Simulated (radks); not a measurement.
Spherical jellium clusters: N electrons in a uniform positive sphere of charge N and radius rs N^(1/3), rs = 5.85 bohr. Level of theory: non-relativistic Kohn-Sham, LDA (Slater exchange, Perdew-Wang correlation), spin-polarised, spherical densities (a radial shooting solver with Libxc functionals). Levels are named by radial order and angular momentum (1s, 1p, 1d, 2s, ...), and open shells are averaged over m. Each electron was tried in the lowest free levels, single moves between levels near the top were tried too, and the lowest total energy was kept; such a search can miss a lower state. Energies include the self-energy of the background; IP and EA are vertical (highest electron removed, lowest free level filled), at fixed background; spill-out counts the electrons outside the background radius R, and alpha is the static dipole polarisability from linear response (closed shells only). A dash means not computed or, for alpha, an open shell; in EA it means that no bound solution was reached, which is typical of self-interaction and does not show that the anion is unstable. Real open-shell clusters deform, which this model forbids.

N,open shells,2S,E(N+1) + E(N-1) - 2E(N) (eV),IP (eV),EA (eV),-e(HOMO) (eV),spill-out (e),alpha/R^3
1,"1s(up 1, down 0)",1,-,-,-,2.340,0.26,-
2,none,0,0.573,3.909,-,2.360,0.40,1.378
3,"1p(up 1, down 0)",1,-0.406,3.074,-,1.809,0.61,-
4,"1p(up 2, down 0)",2,-0.252,3.365,-,2.115,0.73,-
5,"1p(up 3, down 0)",3,0.226,3.510,-,2.302,0.82,-
6,"1p(up 3, down 1)",2,-0.211,3.198,1.071,2.107,0.93,-
7,"1p(up 3, down 2)",1,-0.147,3.351,1.256,2.277,1.02,-
8,none,0,0.600,3.446,-,2.397,1.10,1.266
9,"1d(up 1, down 0)",1,-0.154,2.799,-,1.832,1.22,-
10,"1d(up 2, down 0)",2,-0.126,2.926,1.059,1.974,1.32,-
11,"1d(up 3, down 0)",3,-0.105,3.024,1.186,2.088,1.40,-
12,"1d(up 4, down 0)",4,-0.088,3.100,1.292,2.180,1.47,-
13,"1d(up 5, down 0)",5,0.226,3.160,1.091,2.257,1.54,-
14,"1d(up 5, down 1)",4,-0.099,2.909,1.210,2.048,1.62,-
15,"1d(up 5, down 2)",3,-0.083,2.990,1.311,2.139,1.70,-
16,"1d(up 5, down 3)",2,-0.071,3.055,1.397,2.215,1.77,-
17,"1d(up 5, down 4)",1,-0.062,3.109,1.472,2.280,1.83,-
18,none,0,0.132,3.154,1.363,2.336,1.89,1.205
19,"2s(up 1, down 0)",1,0.174,3.007,1.225,2.199,2.01,-
20,none,0,0.078,2.826,1.156,2.047,2.17,1.222
21,"1f(up 1, down 0)",1,-0.066,2.750,1.231,1.983,2.24,-
22,"1f(up 2, down 0)",2,-,2.802,1.298,2.043,2.29,-

All shells are closed at N = 2, 8, 18, 20 (there: 1s2 1p6 1d10 2s2); the second difference of the energy has clear peaks (12 % above both neighbours; the first and last values, which can be the largest, are not judged, and half-filled shells can peak too) at N = 5, 8, 13, 19.
